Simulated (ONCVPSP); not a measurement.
# Building the ONCV potential for dysprosium (LDA (Perdew-Zunger), scalar-relativistic).

Input for ONCVPSP 4.0.1:

```
# ATOM AND REFERENCE CONFIGURATION
# atsym  z   nc   nv     iexc    psfile
  Dy 66.00    9    5        3      upf
#
#   n    l    f
    1    0    2.00
    2    0    2.00
    2    1    6.00
    3    0    2.00
    3    1    6.00
    3    2   10.00
    4    0    2.00
    4    1    6.00
    4    2   10.00
    4    3   10.00
    5    0    2.00
    5    1    6.00
    6    0    1.75
    6    1    0.25
#
# PSEUDOPOTENTIAL AND OPTIMIZATION
# lmax
    3
#
#   l,   rc,      ep,       ncon, nbas, qcut
    0    1.90    0.00    3    7    5.40
    1    3.10    0.00    4    8    4.30
    2    3.10    0.17    3    7    3.50
    3    1.00    0.00    4    9   15.00
#
# LOCAL POTENTIAL
# lloc, lpopt,  rc(5),   dvloc0
    4    5    0.85   -1.00
#
# VANDERBILT-KLEINMAN-BYLANDER PROJECTORs
# l, nproj, debl
    0    2    2.90
    1    3    2.60
    2    2    4.00
    3    1    3.60
#
# MODEL CORE CHARGE
# icmod, fcfact, rcfact
    2    0.20    0.95
#
# LOG DERIVATIVE ANALYSIS
# epsh1, epsh2, depsh
   -3.00    5.00    0.02
#
# OUTPUT GRID
# rlmax, drl
    6.00    0.01
#
# TEST CONFIGURATIONS
# ncnf
    4
# nvcnf
#   n    l    f
    5
    4    3   10.00
    5    0    2.00
    5    1    6.00
    6    0    2.00
    6    1    0.00
#
    5
    4    3   10.00
    5    0    2.00
    5    1    6.00
    6    0    1.00
    6    1    0.00
#
    5
    4    3   10.00
    5    0    2.00
    5    1    6.00
    6    0    0.00
    6    1    0.00
#
    6
    4    3   10.00
    5    0    2.00
    5    1    6.00
    6    0    0.00
    6    1    0.00
    5    2    1.00
#
```

Command:

```bash
oncvpsp.x < Dy.dat > Dy.out
```

Resulting log (shortened: citation, most of the input echo, consistency checks and plot data are left out):

```
ONCVPSP  (Optimized Norm-Conservinng Vanderbilt PSeudopotential)
scalar-relativistic version 4.0.1

sratom123: lschfb convergence ERROR n,l,iter=   4   3   4
```

The run stopped because the all-electron bound-state solver failed for one shell.

The run took about 0.08 s on one core of a shared server CPU.
